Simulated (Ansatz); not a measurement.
TePb3Cl4, relaxed as a singlet with RKS r2SCAN-D4/def2-SVP in Ansatz, starting from the GFN1-xTB geometry. Force threshold 0.02 eV/Å.

In the def2 sets Pb, Te take a core potential; there is no spin–orbit coupling. The structure comes from a short search, and lower isomers may exist.

Start:

```xyz
8

Pb   -0.6459    2.0201   -0.4707
Pb   -0.8115   -1.0241    1.7363
Pb    1.5213   -0.9617   -1.2129
Te    1.4288    0.7544    1.1485
Cl    0.8446   -2.9381    0.6117
Cl    1.0883    1.4235   -2.5494
Cl   -2.2623    1.3382    1.6732
Cl   -1.1634   -0.6124   -0.9368
```

**Question.** Estimate the energy that the relaxation releases and the steps that it takes.

**Answer.** 0.28 eV, in 5 steps; 52 s on 4 threads of Arm Neoverse N1 on a shared host. No frequencies were taken in this run, so the end may be a saddle point.

**Question.** Does the start keep its bonding and symmetry?

**Answer.** By distances, no bond broke or formed. The bond that changes most is Pb3–Cl8, from 2.72 to 2.86 Å (atoms count from 1). Point group C3v at the start, C3v at the end, both within 0.05 Å.

**Question.** Predict the relaxed structure.

**Answer.** 
Cartesian coordinates in Å:
```
Pb -0.632 2.071 -0.459
Pb -0.803 -1.029 1.788
Pb 1.577 -0.967 -1.215
Te 1.529 0.806 1.229
Cl 0.832 -2.986 0.599
Cl 1.076 1.429 -2.601
Cl -2.315 1.343 1.675
Cl -1.265 -0.666 -1.016
```
Bond lengths (bridged metal pairs left out): 9 × Cl–Pb 2.81 to 2.86 Å; 3 × Pb–Te 3.02 Å.
